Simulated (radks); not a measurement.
All-electron atom: Sc3+ in [Ar]. Method: non-relativistic Kohn-Sham, PBE, spin-polarised, spherical densities, point nucleus; computed with a radial shooting solver on a logarithmic mesh with Libxc functionals. Some entries of the table are withheld. Estimate them.

orbital,occ.,eigenvalue (hartree),<r> (bohr),<r^2> (bohr^2)
1s,2,-161.8208,0.07360,0.007272
2s,2,-18.47677,0.3460,0.1416
2p,6,-15.46765,0.3086,0.1175
3s,2,(1),1.062,1.295
3p,6,(2),1.131,1.494

Answer. 
(1) 3s eigenvalue (hartree): -3.15267
(2) 3p eigenvalue (hartree): -2.37300
